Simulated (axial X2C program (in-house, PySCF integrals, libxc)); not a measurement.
SrCo: from the spin-free to the two-component result

Calculated with an in-house relativistic program for diatomic molecules. Spin-free means the one-electron spin-free X2C Hamiltonian; two-component (2c) means X2C with spin–orbit coupling and atomic mean-field two-electron Coulomb and Gaunt terms, so the difference of the two also holds small scalar two-electron terms. Basis: Sr dyall-cv3z [13s12p8d5f1g], Co dyall-cv3z [9s10p6d3f2g] (cores contracted in-house); Gaussian nuclei, density fitting, unrestricted open shells. Masses: Sr 87.906 u, Co 58.933 u.

Spin-free state: M_S = 3/2, Λ = 2 (beyond evenly filled blocks: 2 × σα, δ+α, δ+β, δ-α); fragments Sr + Co.

```json
{"level": "PBE0", "Re (Å)": "2.920", "ωe (cm⁻¹)": "141.0", "De (eV)": "0.855", "μ (D)": "-2.00"}
{"level": "MP2", "Re (Å)": "2.942", "ωe (cm⁻¹)": "143.4", "De (eV)": "0.627", "μ (D)": "n/a"}
{"level": "CCSD", "Re (Å)": "3.019", "ωe (cm⁻¹)": "133.4", "De (eV)": "n/a", "μ (D)": "n/a"}
{"level": "CCSD(T)", "Re (Å)": "2.959", "ωe (cm⁻¹)": "143.9", "De (eV)": "0.186", "μ (D)": "n/a"}
{"level": "BHandHLYP", "Re (Å)": "3.032", "ωe (cm⁻¹)": "123.8", "De (eV)": "n/a", "μ (D)": "-2.26"}
```

Correlated methods: 11 electrons correlated (number of frozen shells: Sr 4 s, 3 p, 1 d; Co 3 s, 2 p), 315 virtual spin orbitals or spinors in MP2, 90 natural virtuals in coupled cluster.

Dipoles are positive if Co is the positive end.

Two-component determinant lowest at the distance of the search:

Ω = 7/2 (⟨Sz⟩ = 1.50, ⟨Lz⟩ = 2.00 at HF); fragments Sr + Co.

| level | Re (Å) | ωe (cm⁻¹) | μ (D) |
| --- | --- | --- | --- |
| PBE0 | 2.920 | 141.0 | -2.00 |
| MP2 | 2.942 | 143.5 | n/a |
| CCSD | 3.020 | 133.3 | n/a |
| CCSD(T) | 2.960 | 144.0 | n/a |
| BHandHLYP | 3.033 | 123.8 | -2.25 |

Problem. From the two tables, how do the constants change at the CCSD(T) level (2c against spin-free)?

Solution. At the CCSD(T) level Re is unchanged within 0.001 Å and ωe is unchanged to within 0.2 cm⁻¹.

One determinant describes the state; a PBE0 search over occupations chose it and may have missed a lower one. De is counted from the lowest determinant-based energies of the atoms at the same level, without counterpoise correction. De is not given where an atomic determinant may have missed its ground term or J level, or where the truncated virtual space spoils (T). Density functionals use the spin component along the axis (collinear). Coupled cluster ran in a truncated set of natural virtual spinors; the MP2 energy of the rest was added. (T) has no such correction and the atoms are truncated less, which lowers De at CCSD(T) by a hundredth of an eV or more. Other states lie close and PBE0, whose exact exchange favours high spin, may order them wrongly; the determinant shown need not be the ground state. The nearest other spin-free determinant of the search, M_S = 1/2, Λ = 2, lies 0.12 eV up at the distance of the search. Without a current term, density functionals place determinants with orbital angular momentum somewhat too high. With several unpaired electrons one determinant need not be a pure state. A state of lower Ω lies just above, and one determinant can place such states too high, so the state shown need not be the lowest. The search has Ω = 1/2 only 0.11 eV up. The outer-core s and p shells of the metal are frozen in the correlated rows, which leaves out core–valence correlation; for alkali and alkaline-earth bonds that tends to lengthen them. The determinant is spin-polarised beyond a pure state at some levels (its spin-free form has ⟨S²⟩ too high), which makes Re and μ there less reliable. The T1 diagnostic is large, a sign of multireference character. With the outer-core shells frozen, correlated bond lengths of heavy atoms tend to come out a few hundredths of an ångström too long.
